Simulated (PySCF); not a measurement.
C₂H₂Cl₃F₃GeSi, SMILES F[Si](F)(F)/C=[CH]/[Ge]([Cl])([Cl])[Cl], singlet (PBE0/def2-SVP optimised geometry):

```
12

Si     2.325    -0.527    -0.946
F      2.951     0.256    -2.192
F      2.929    -2.009    -0.970
F      2.824     0.193     0.395
C      0.485    -0.540    -0.989
C     -0.232     0.011     0.000
Ge    -2.163     0.011     0.000
Cl    -2.929     2.009     0.000
Cl    -2.883    -1.000    -1.745
Cl    -2.922    -0.983     1.735
H     -0.033    -1.011    -1.835
H      0.254     0.489     0.860
```

Method: PBE0/def2-TZVP run with PySCF 2.14.0.

**Question.** What are the frontier orbital energies and the dipole moment?

**Answer.** HOMO-2 -9.51 eV, HOMO-1 -9.49 eV, HOMO -9.43 eV, LUMO -2.39 eV, LUMO+1 -1.60 eV; dipole moment 0.11 D.

Meta-Löwdin charges at PBE0/def2-TZVP: Si1 1.67, F2 -0.48, F3 -0.48, F4 -0.49, C5 -0.38, C6 -0.28, Ge7 0.93, Cl8 -0.26, Cl9 -0.27, Cl10 -0.26, H11 0.15, H12 0.15.
